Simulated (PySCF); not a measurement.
Compound: C3H6Te.
Bonds: C1–C2 (double), C2–Te3, Te3–C4. Hydrogens: H5, H6 on C1; H7 on C2; H8, H9, H10 on C4.

Method: PBE0-D3(BJ)/def2-SVP geometry optimisation, gas phase, def2 core potentials past Kr in PySCF.

Problem. How far are the bound atoms from Te3?

Solution. 2 atoms: C2 2.101 Å, C4 2.145 Å. The nearest atom not counted as bound is H10, at 2.68 Å.

Problem. What is the shape at Te3?

Solution. Bent: angle 95.5°. The Te–C distances aren't all alike: 2.101 to 2.145 Å.

Problem. What are the other bond lengths?

Solution. C1=C2 1.334 Å; C1–H5 1.095 Å; C1–H6 1.094 Å; C2–H7 1.096 Å; C4–H8, C4–H9, C4–H10 1.098 Å.

Problem. Give some angles away from the centre.

Solution. C1–C2–Te3 127.4°.

Problem. What are the rotational constants (commonest isotopes, rigid rotor)?

Solution. A = 6509, B = 3040, C = 2101 MHz: an asymmetric top.

Point group: near Cs, missed by 0.09 Å at most; the miss may be what the optimiser left on a soft mode. Charge 0, singlet. Not checked by PBE0-D3(BJ)/def2-SVP frequencies.

The values belong to the conformer `[CH2:1]=[CH:2][Te:3][CH3:4]`: C1–C2–Te3–C4 1°.
